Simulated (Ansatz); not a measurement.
Reaction (ligand exchange at the Si–Te bond): `[SeH][SiH2][TeH]` + `OCF` → `FCO[SiH2][SeH]` + H₂Te

Gas-phase electronic energies from Ansatz, PBE0-D4/def2-TZVP geometries. CBS: MP2 limit from def2 TZ/QZ plus the TZ coupled-cluster correction, frozen cores. Functionals use def2-TZVPP. Elements past krypton have def2 core potentials. For Se, Te outer-core shells are correlated without core-valence functions, which leaves a few kJ/mol of doubt a bond. Scalar relativity is left out up to krypton. Each species was taken in one conformer, which may not be the lowest.

```csv
level,ΔE (kJ/mol)
ωB97M-V,-36.7
MP2/def2-TZVPP,-30.5
```

What does CCSD(T)/CBS give? (Best estimate.)

The calculation gave: -29.6 kJ/mol. The listed levels differ from it by -7.1, -0.9 kJ/mol.

Largest T1 diagnostic among the species: 0.011.

In def2-TZVPP, CCSD(T) changes the Hartree–Fock value by +10.2 kJ/mol (the triples alone add +2.3 kJ/mol) and MP2 by +16.8 kJ/mol.
